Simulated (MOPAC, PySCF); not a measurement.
[Mo(NH2)6], neutral singlet in the gas phase. 

Cartesian coordinates (Å):
```xyz
19

Mo    -0.0285     0.0184     0.1625
N      1.7680    -0.0237     1.0434
H      2.6516    -0.1501     0.5434
H      1.9338     0.3460     1.9814
N     -1.1772    -1.5437     0.6598
H     -2.0402    -1.4728     1.2047
H     -1.1324    -2.4401     0.1713
N      0.9688    -1.2254    -1.0477
H      0.6136    -1.5093    -1.9629
H      1.7158    -1.8532    -0.7402
N      0.3227     1.9465    -0.2422
H      1.1195     2.4566     0.1438
H     -0.3796     2.5952    -0.6063
N     -1.2880     0.3346    -1.3610
H     -1.1147     0.9947    -2.1232
H     -2.0217    -0.3284    -1.6188
N     -0.7686     0.6219     1.9215
H     -1.0099    -0.0085     2.6903
H     -0.6859     1.5838     2.2563
```
Charge 0, spin multiplicity 1.

All levels are single points at this geometry (TPSS-D3(BJ)/def2-SVP); Pople sets use spherical d functions. Orbital energies aren't observables, and empty levels follow the basis.

B3LYP/LANL2DZ in PySCF gives gap (eV) = 3.78.

Problem. Estimate the gap (eV) from each of these levels: PBE-D3(BJ)/def2-TZVP in PySCF; TPSSh-D3(BJ)/def2-TZVP in PySCF; B3LYP/6-31G* (LANL2DZ on Mo) in PySCF; BP86/6-31G* (LANL2DZ on Mo) in PySCF; PBE/6-31G* (LANL2DZ on Mo) in PySCF; SVWN5/6-31G* (LANL2DZ on Mo) in PySCF; HF/6-31G* (LANL2DZ on Mo) in PySCF; AM1 in MOPAC.

Solution. 
| level | gap (eV) |
|---|---|
| PBE-D3(BJ)/def2-TZVP in PySCF | 2.46 |
| TPSSh-D3(BJ)/def2-TZVP in PySCF | 3.26 |
| B3LYP/6-31G* (LANL2DZ on Mo) in PySCF | 3.74 |
| BP86/6-31G* (LANL2DZ on Mo) in PySCF | 2.36 |
| PBE/6-31G* (LANL2DZ on Mo) in PySCF | 2.36 |
| SVWN5/6-31G* (LANL2DZ on Mo) in PySCF | 2.40 |
| HF/6-31G* (LANL2DZ on Mo) in PySCF | 10.15 |
| AM1 in MOPAC | 8.80 |
